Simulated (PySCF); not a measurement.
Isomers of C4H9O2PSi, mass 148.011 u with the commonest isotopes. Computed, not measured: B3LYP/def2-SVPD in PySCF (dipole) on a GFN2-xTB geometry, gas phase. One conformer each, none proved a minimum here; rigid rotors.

Question: Order these by out-of-plane moment Σ m c² = (Ia + Ib − Ic)/2, largest first.
A. `[CH2:1]=[CH:2][CH2:3][C:4](=[O:5])[O:6][SiH2:7][PH2:8]` with C1–C2–C3–C4 117°, C2–C3–C4–O5 -116°, C3–C4–O6–Si7 -179°, C4–O6–Si7–P8 -10°, O6–Si7–P8–H 81° and 174°
B. `[CH3:1][C:2](=[O:3])/[CH:4]=[CH:5]\[O:6][SiH2:7][PH2:8]` with C1–C2–C4–C5 176°, C4–C5–O6–Si7 -169°, C5–O6–Si7–P8 -15°, O6–Si7–P8–H -178° and -84°
C. `[CH2:1]=[C:2]([O:3][SiH2:4][PH2:5])[C:6]([CH3:7])=[O:8]` with C1–C2–O3–Si4 175°, C2–O3–Si4–P5 -60°, O3–Si4–P5–H 127° and -140°, C1–C2–C6–C7 -4°

Answer: C (52.38 u·Å²), A (37.71 u·Å²), B (7.45 u·Å²).

Question: Order these by rotational constant B, largest first.
A. `[CH2:1]=[CH:2][CH2:3][C:4](=[O:5])[O:6][SiH2:7][PH2:8]` with C1–C2–C3–C4 117°, C2–C3–C4–O5 -116°, C3–C4–O6–Si7 -179°, C4–O6–Si7–P8 -10°, O6–Si7–P8–H 81° and 174°
B. `[CH2:1]=[C:2]([O:3][SiH2:4][PH2:5])[C:6]([CH3:7])=[O:8]` with C1–C2–O3–Si4 175°, C2–O3–Si4–P5 -60°, O3–Si4–P5–H 127° and -140°, C1–C2–C6–C7 -4°
C. `[CH3:1][C:2](=[O:3])/[CH:4]=[CH:5]\[O:6][SiH2:7][PH2:8]` with C1–C2–C4–C5 176°, C4–C5–O6–Si7 -169°, C5–O6–Si7–P8 -15°, O6–Si7–P8–H -178° and -84°

Answer: B (1054 MHz), A (712.4 MHz), C (559.2 MHz).

Question: Order these by rotational constant A, largest first.
A. `[CH3:1][C:2](=[O:3])/[CH:4]=[CH:5]\[O:6][SiH2:7][PH2:8]` with C1–C2–C4–C5 176°, C4–C5–O6–Si7 -169°, C5–O6–Si7–P8 -15°, O6–Si7–P8–H -178° and -84°
B. `[CH2:1]=[C:2]([O:3][SiH2:4][PH2:5])[C:6]([CH3:7])=[O:8]` with C1–C2–O3–Si4 175°, C2–O3–Si4–P5 -60°, O3–Si4–P5–H 127° and -140°, C1–C2–C6–C7 -4°
C. `[CH2:1]=[CH:2][CH2:3][C:4](=[O:5])[O:6][SiH2:7][PH2:8]` with C1–C2–C3–C4 117°, C2–C3–C4–O5 -116°, C3–C4–O6–Si7 -179°, C4–O6–Si7–P8 -10°, O6–Si7–P8–H 81° and 174°

Answer: A (4240 MHz), C (3239 MHz), B (2222 MHz).

| SMILES | point group | Ia (u·Å²) | Ib (u·Å²) | Ic (u·Å²) | κ | μa (D) | μb (D) | μc (D) |
| --- | --- | --- | --- | --- | --- | --- | --- | --- |
| C=C(O[SiH2]P)C(C)=O | C1 | 227.45 | 479.45 | 602.15 | -0.69 | 3.23 | 0.78 | 0.35 |
| CC(=O)/C=C\O[SiH2]P | C1 | 119.19 | 903.82 | 1008.12 | -0.97 | 2.00 | 2.33 | 0.05 |
| C=CCC(=O)O[SiH2]P | C1 | 156.02 | 709.42 | 790.03 | -0.94 | 0.97 | 1.68 | 0.06 |
